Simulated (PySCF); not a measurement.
## Basis and Hamiltonian dependence of the excitation energy of Si

Si [Ne] 3s2 3p2 (3P) → Si [Ne] 3s2 3p1 4s1, s spin flipped. All values are computed (PySCF 2.14, energy differences of UHF-based or UKS calculations, no spin-orbit coupling). Values in eV.

```json
{"basis": "aug-cc-pVDZ-DK", "Hamiltonian": "spin-free X2C", "functions": "27", "UHF": "5.051", "LDA": "5.115", "PBE0": "5.182", "MP2 (valence)": "5.149"}
{"basis": "aug-cc-pVTZ-DK", "Hamiltonian": "spin-free X2C", "functions": "50", "UHF": "4.987", "LDA": "5.071", "PBE0": "5.134", "MP2 (valence)": "5.171"}
{"basis": "dyall-av2z", "Hamiltonian": "non-relativistic", "functions": "50", "UHF": "5.016", "LDA": "5.087", "PBE0": "5.150", "MP2 (valence)": "5.124"}
{"basis": "aug-cc-pV(T+d)Z with one added diffuse shell each of s, p, d, f type", "Hamiltonian": "non-relativistic", "functions": "71", "UHF": "4.735", "LDA": "4.948", "PBE0": "5.009", "MP2 (valence)": "4.985"}
{"basis": "aug-cc-pwCVTZ", "Hamiltonian": "non-relativistic", "functions": "75", "UHF": "4.990", "LDA": "5.080", "PBE0": "5.140", "MP2 (valence)": "5.181"}
{"basis": "def2-QZVPPD", "Hamiltonian": "non-relativistic", "functions": "76", "UHF": "4.907", "LDA": "5.031", "PBE0": "5.094", "MP2 (valence)": "5.135"}
{"basis": "dyall-av3z", "Hamiltonian": "non-relativistic", "functions": "84", "UHF": "4.830", "LDA": "4.985", "PBE0": "5.052", "MP2 (valence)": "5.046"}
{"basis": "x2c-QZVPPall with one added diffuse shell each of s, p, d, f type", "Hamiltonian": "spin-free X2C", "functions": "86", "UHF": "4.863", "LDA": "4.998", "PBE0": "5.062", "MP2 (valence)": "5.093"}
{"basis": "aug-cc-pV(Q+d)Z", "Hamiltonian": "non-relativistic", "functions": "89", "UHF": "4.864", "LDA": "5.000", "PBE0": "5.068", "MP2 (valence)": "5.097"}
{"basis": "dyall-acv3z", "Hamiltonian": "non-relativistic", "functions": "113", "UHF": "4.829", "LDA": "4.985", "PBE0": "5.052", "MP2 (valence)": "5.048"}
{"basis": "aug-cc-pV(5+d)Z", "Hamiltonian": "non-relativistic", "functions": "136", "UHF": "4.830", "LDA": "4.987", "PBE0": "5.052", "MP2 (valence)": "5.081"}
```

Frozen in the all-electron rows: valence: [Ne].

In the upper determinant the s electron has its spin opposite to the other open shell, which mixes two multiplicities.
